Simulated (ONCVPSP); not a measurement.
**Configuration tests for chromium (Cr) (ONCV)**

ONCVPSP 4.0.1 input, shortened (lines: element, Z, core and valence counts, functional; n l f; lmax; l rc ep ncon nbas qcut; lloc lpopt rc5 dvloc0; l nproj debl; icmod fcfact rcfact), LDA (Perdew-Zunger), fully relativistic:

```
  Cr 24.00    3    4        3      upf
    1    0    2.00
    2    0    2.00
    2    1    6.00
    3    0    2.00
    3    1    6.00
    3    2    5.00
    4    0    0.50
    2
    0    1.20    0.00    3    6    8.90
    1    1.30    0.00    4    7   10.20
    2    1.45    0.00    5   10   13.10
    4    1    0.90    3.00
    0    2    3.00
    1    2    2.70
    2    1    3.00
    3    4.00    1.30
```

Open shells are filled in proportion to 2j + 1.

Energies are relative to the spin-unpolarised reference configuration 3s2 3p6 3d5 4s0.5; without spin polarisation the order of configurations can differ from experiment.

| valence configuration | charge | ΔE all-electron (eV) | error AE − PS (meV) |
| --- | --- | --- | --- |
| 3s2 3p6 3d5 4s0 | +1 | 4.322 | +0.5 |
| 3s2 3p6 3d4 4s1 | +1 | 5.434 | +2.4 |

Question: What are ΔE and the potential's error for 3s2 3p6 3d5 4s1?

Answer: ΔE = -2.819 eV all-electron; the error (AE − PS) is -0.1 meV.

Question: What are ΔE and the potential's error for 3s2 3p6 3d4 4s0?

Answer: ΔE = 20.665 eV all-electron; the error (AE − PS) is -0.9 meV.

Levels in the configuration 3s2 3p6 3d4 4s0:

```
   level  all-electron (eV)  pseudo (eV)
3s j=1/2            -94.769      -94.787
3p j=3/2            -66.083      -66.100
3p j=1/2            -67.125      -67.142
3d j=5/2            -23.103      -23.102
3d j=3/2            -23.199      -23.197
```
